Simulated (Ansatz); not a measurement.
GaH3O2, SMILES `[OH][GaH][OH]`. Charge 0, multiplicity 1.

Z-matrix (Å, degrees):
```
Ga
O 1 1.777
O 1 1.786 2 112.5
H 1 1.547 2 121.7 3 -180.0
H 2 0.960 1 112.6 3 0.0
H 3 0.959 1 115.0 2 -180.0
```

(1) What are the harmonic wavenumbers in cm⁻¹ at PBE0-D4/def2-TZVP (Ansatz, finite differences of forces, unscaled)? (Estimate.)

(2) Is this a minimum?

(3) Give the ideal-gas thermochemistry at 298.15 K and 1 bar (rigid rotor, harmonic oscillator; point group Cs, symmetry number 1).

(4) Rotational constants (cm⁻¹)?

Answers

(1) Computed: 190, 349, 387, 504, 573, 691, 718, 823, 860, 2053, 3892, 3912.

(2) Yes, all 12 modes are real.

(3) Zero-point energy 89.4 kJ/mol; H(298) − E = 104.6 kJ/mol; entropy 293.8 J/(mol·K), of which translation 166.9, rotation 99.7, vibration 27.3; G(298) − E = 17.0 kJ/mol.

(4) 0.6114, 0.2181, 0.1608.
